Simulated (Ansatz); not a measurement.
Name a neutral molecule of Al, Cl, F, O and H with HOMO energy (ωB97M-V/def2-TZVPP) between -12.15 and -11.85 eV and HOMO–LUMO gap (B3LYP/def2-TZVPP) between 7.65 and 7.95 eV (Ansatz, PBE0-D4/def2-TZVP geometry).

`[OH][Al]([F])[Cl]` (-11.87 eV, 7.91 eV). Other molecules can fit too; these were computed, each in one conformer that needn't be the lowest.

B3LYP here is the variant with VWN-RPA as its local correlation; programs differ in this.
